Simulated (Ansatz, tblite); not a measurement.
Cost and result up the ladder for GaBr₃ (4 atoms). The state is a singlet with charge 0. Geometry: PBE-D4/def2-SVP.

```xyz
4

Ga    0.000    0.000    0.000
Br   -1.340   -1.811    0.375
Br    0.879    1.155    1.764
Br    0.461    0.656   -2.139
```

Ansatz on 2 threads of AMD EPYC 7R13 on a shared host; xTB runs through tblite on one thread. Times are rough, summed over both states, and most runs start from the orbitals of an earlier one. PBE0-D4/def2-TZVP serves as the yardstick here, not as an exact answer. The other state is a doublet.

The xTB rows come from tblite.

Raw xTB energies of ions are shifted by several eV.

```
                         level  functions  vertical IE (eV)  difference from PBE0-D4/def2-TZVP (eV)
                      GFN1-xTB         36             15.30                                    4.73
             PBE0-D4/def2-TZVP        192             10.57                                    0.00
PBE-D4/def2-TZVP (with forces)        192             10.03                                   -0.55
                      GFN2-xTB         36             15.58                                    5.00
           r2SCAN-D4/def2-TZVP        192             10.32                                   -0.25
```

(1) Estimate how long each takes.

Answers

(1) GFN1-xTB 0.012 s; GFN2-xTB 0.014 s; PBE-D4/def2-TZVP (with forces) 9.3 s; r2SCAN-D4/def2-TZVP 20 s; PBE0-D4/def2-TZVP 23 s. On shared hardware such times vary by a factor of up to 3.
